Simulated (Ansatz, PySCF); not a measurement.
Species: sum formula BHBr2, charge 0, multiplicity 1. 
Coordinates optimised at B3LYP-D3(BJ)/def2-TZVP (Ansatz, a first-principles code):
```xyz
4

B     -0.0118     0.8387    -0.0033
Br     1.6610    -0.0653     0.0255
Br    -1.6585    -0.1122    -0.0248
H     -0.0284     2.0185    -0.0080
```

Total electronic energies in hartree. Correlated levels leave the core frozen unless marked. No spin-orbit coupling. Frozen are the shells of the preceding noble gas and the d and f shells that filled before the atom's block. No relativistic terms. FCI takes restricted orbitals. CBS(X,Y): correlation extrapolated as X^-3; Hartree-Fock from the larger set. [CCSD(T)-MP2]/basis is that difference in the basis named.

```tsv
level	program	energy (Eh)
HF/cc-pVQZ	Ansatz	-5170.27022
PBE-D4/def2-TZVPD	Ansatz + dftd4	-5173.01700
BP86-D3(BJ)/def2-TZVPD	PySCF + dftd3	-5174.38035
BP86-D4/def2-TZVPD	PySCF + dftd4	-5174.37875
B3LYP-D4/def2-TZVPD	Ansatz + dftd4	-5173.89598
PBE0-D3(BJ)/def2-TZVP	Ansatz + dftd3	-5173.20057
BHLYP/def2-TZVPD	Ansatz	-5173.80025
r2SCAN0-D4/def2-TZVPD	Ansatz + dftd4	-5173.78066
HSE06-D3(BJ)/def2-TZVPD	Ansatz + dftd3	-5173.20816
CAM-B3LYP-D3(BJ)/def2-TZVPD	Ansatz + dftd3	-5174.06411
LC-wPBE/def2-TZVPD	Ansatz	-5173.09422
wB97M-V/def2-TZVPD	Ansatz	-5173.52908
wB97X/def2-TZVPD	Ansatz	-5173.88108
B2PLYP-D3(BJ)/def2-TZVPD	Ansatz + dftd3	-5172.97110
SCS-MP2/aug-cc-pVDZ	Ansatz	-5170.42976
SCS-MP2/cc-pVTZ	Ansatz	-5170.67818
CCSD/STO-3G	Ansatz	-5114.42918
CCSD/aug-cc-pVQZ	Ansatz	-5170.76633
CCSD(T)/6-31G*	Ansatz	-5169.88546
CCSD(T)/cc-pVTZ	Ansatz	-5170.73625
FCI/STO-3G	Ansatz	-5114.43227
RI-MP2/CBS(aug-cc-pVTZ,aug-cc-pVQZ)+[CCSD(T)-MP2]/aug-cc-pVTZ	Ansatz	-5170.8182
CCSD(T)/CBS(aug-cc-pVTZ,aug-cc-pVQZ)	Ansatz	-5170.8165
```

Totals of different functionals don't rank their quality; only differences between species are comparable.
